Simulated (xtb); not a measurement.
trans-(1R,2R)-2-methoxycyclopropan-1-ol (C4H8O2), SMILES CO[C@@H]1C[C@H]1O. All values are semi-empirical tight-binding results from xtb (GFN2-xTB unless named), good for trends rather than for accurate numbers. Coordinates come from a GFN2-xTB optimisation. Other conformers were not sampled.

Optimised geometry:

Bonded distances (Å): C1–O2 1.410, C1–H7 1.097, C1–H8 1.088, C1–H9 1.096, O2–C3 1.389, C3–C4 1.510, C3–C5 1.493, C3–H10 1.088, C4–C5 1.508, C4–H11 1.079, C4–H12 1.079, C5–O6 1.390, C5–H13 1.087, O6–H14 0.964. Angles (°): O2–C1–H7 111.1, O2–C1–H8 106.4, O2–C1–H9 111.4, H7–C1–H8 109.5, H7–C1–H9 108.8, H8–C1–H9 109.6, C1–O2–C3 112.9, O2–C3–C4 119.8, O2–C3–C5 117.8, O2–C3–H10 114.6, C4–C3–C5 60.3, C4–C3–H10 116.8, C5–C3–H10 117.0, C3–C4–C5 59.3, C3–C4–H11 118.0, C3–C4–H12 117.6, C5–C4–H11 117.5, C5–C4–H12 118.1, H11–C4–H12 115.1, C3–C5–C4 60.4, C3–C5–O6 117.5, C3–C5–H13 116.6, C4–C5–O6 119.9, C4–C5–H13 117.0, O6–C5–H13 114.7, C5–O6–H14 109.2.

Question: Estimate the properties. (The exact figures need the calculation; the answer reports its results.)

Answer: 
```
Property                                           Value
-----------------------------------------  -------------
orbital gap                                      9.01 eV
dipole moment                                     2.43 D
zero-point energy                          71.8 kcal/mol
G − E(el) at 298.15 K (modified RRHO)      52.6 kcal/mol
static polarisability (D4 model)              56.2 bohr³
solvation energy, GFN2-xTB/ALPB(water)     -6.0 kcal/mol
solvation energy, GFN2-xTB/ALPB(methanol)  -7.6 kcal/mol
```

Computed IR lines (harmonic; lines under 4 % of the strongest left out, lines within 3 cm⁻¹ merged):
ν (cm⁻¹): 188 (w), 241 (vs), 298 (w), 397 (w), 431 (w), 837 (w), 862 (w), 933 (w), 987 (w), 1019 (w), 1041 (w), 1072 (m), 1121 (m), 1132 (w), 1164 (s), 1193 (vs), 1229 (s), 1287 (m), 1453 (m), 2907 (m), 2928 (m), 2972 (m), 2993 (m), 3030 (w), 3089 (w), 3112 (m), 3523 (w) (against the strongest line: vs over 80 %, s over 45 %, m over 15 %, w over 4 %, vw less)

Computed atomic charges and the Wiberg bond orders between heavy atoms:
charges (e) C1 0.04, O2 -0.31, C3 0.11, C4 -0.11, C5 0.11, O6 -0.43, H7 0.03, H8 0.06, H9 0.03, H10 0.03, H11 0.05, H12 0.05, H13 0.03, H14 0.30. Bond orders C1–O2 0.99, O2–C3 1.00, C3–C4 0.95, C3–C5 0.96, C4–C5 0.95, C5–O6 1.01.
